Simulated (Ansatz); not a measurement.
Zr₂O₂⁺, relaxed as a doublet with UKS r2SCAN-D4/def2-TZVP in Ansatz, starting from the GFN2-xTB geometry. Force threshold 0.02 eV/Å.

In the def2 sets Zr takes a core potential; there is no spin–orbit coupling. The structure holds one bond between oxygen atoms, so isomers without such links may lie far lower. The charge 1 doublet is spin-contaminated (final ⟨S²⟩ up to 1.26, 0.75 for a pure state). Another isomer (doublet) lies 5.92 eV lower at PBE0-D4/def2-TZVP; other spin states weren't run for this one.

Start:

```xyz
4

Zr    1.240    0.325   -0.639
Zr   -0.257    0.269    2.177
O    -0.722    0.367   -0.878
O    -0.261   -0.961   -0.660
```

```
step  energy (eV)  largest force component (eV/Å)  SCF passes
   1   -6644.4136                           1.020         216
   2   -6644.8741                           1.324          94
   3   -6645.4507                           1.489          77
   4   -6646.0240                           1.393          70
   5   -6646.3145                           1.133          52
   6   -6646.3561                           0.213          92
   7   -6646.3596                           0.089          62
   8   -6646.3601                           0.097          44
   9   -6646.3606                           0.006          44
```

Force components are those of the run's own axes.

End:

```xyz
4

Zr    1.325    0.394   -0.504
Zr   -0.241    0.150    1.443
O    -0.763    0.427   -0.560
O    -0.321   -0.970   -0.380
```

Bonds formed: Zr2–O3, Zr2–O4 (atoms count from 1).

No frequencies were taken in this run, so the end may be a saddle point.

Hardware: 2 threads of Arm Neoverse V1 on a shared host. Wall time 2.5 min.
